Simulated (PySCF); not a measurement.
# How exact exchange moves a shielding

Molecule: `FC1=COBO1`, C2H2BFO2.

Numbering as in the mapped SMILES `[F:1][C:2]1=[CH:3][O:4][BH:5][O:6]1` (H(Xn): hydrogen on atom n).

GIAO shieldings (ppm, equivalent atoms averaged) in PySCF on the PBE0-D3(BJ)/def2-SVP geometry, basis pcSseg-2, gas phase, non-relativistic:

```tsv
functional	exact exchange (%)	σ(F1)	σ(O6)	σ(O4)	σ(B5)
BLYP	0	296.7	68.1	97.0	68.8
BP86	0	297.4	70.8	99.6	71.5
PBE	0	296.0	69.2	97.9	70.8
B3LYP	20	310.6	81.9	113.0	72.2
PBE0	25	312.9	86.5	117.9	75.0
mPW1PW91	25	313.0	86.9	118.2	74.9
HF	100	353.3	140.1	179.4	87.4
```

Task: Fit each shielding as a line in the percentage of exact exchange.

Result: σ(F1) = 297.7 + 0.56 x (rms 1.2 ppm); σ(O6) = 69.0 + 0.71 x (rms 0.9 ppm); σ(O4) = 97.8 + 0.81 x (rms 0.9 ppm); σ(B5) = 70.2 + 0.17 x (rms 1.0 ppm). The functionals also differ in their semilocal parts, which the line can't hold; Hartree–Fock has no correlation at all.

Task: What does the line predict for BHandHLYP (50 %), and what does the run give?

Result: σ(F1): 325.7 predicted, 328.7 computed; σ(O6): 104.5 predicted, 103.4 computed; σ(O4): 138.3 predicted, 137.7 computed; σ(B5): 78.7 predicted, 77.4 computed ppm.
